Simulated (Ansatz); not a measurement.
Two isomers of C2H7NOSi2: A = `N[SiH]1C=C([SiH3])O1`, B = `OC1=N[SiH2]C[SiH2]1`.

Program: Ansatz. Geometries: PBE0-D4/def2-TZVP. ΔE: electronic, gas phase. CCSD(T)/CBS is the MP2 limit (def2-TZVPP, def2-QZVPP) plus CCSD(T) − MP2 in def2-TZVPP, frozen cores. DFT in def2-TZVPP. Each species was taken in one conformer, which may not be the lowest.

**Question.** Which is lower in electronic energy at CCSD(T)/CBS, and by how much? (An estimate is asked.)

**Answer.** Computed: B, by 12.2 kJ/mol.

**Question.** Give E(B) − E(A) in kJ/mol with PBE-D4, CCSD(T)/def2-TZVPP, HF/def2-TZVPP, r2SCAN-D4, ωB97M-V, PBE0-D4, MP2/def2-TZVPP. (An estimate is asked.)

**Answer.** The calculation gave: PBE-D4 -30.2, CCSD(T)/def2-TZVPP -15.7, HF/def2-TZVPP -9.3, r2SCAN-D4 -22.8, ωB97M-V -18.6, PBE0-D4 -28.2, MP2/def2-TZVPP -13.5. None reverses the order clearly.

Largest T1 diagnostic: 0.014.

The D4 term adds −5.9 kJ/mol with B3LYP and −2.9 kJ/mol with PBE0; it sums over pairs of atoms, weighted by their polarisabilities, and B3LYP, whose exchange is more repulsive, gets the larger term. In def2-TZVPP, CCSD(T) changes the Hartree–Fock value by −6.4 kJ/mol (the triples alone add −2.2 kJ/mol) and MP2 by −4.2 kJ/mol.

B3LYP here is the variant with VWN-RPA as its local correlation; programs differ in this.
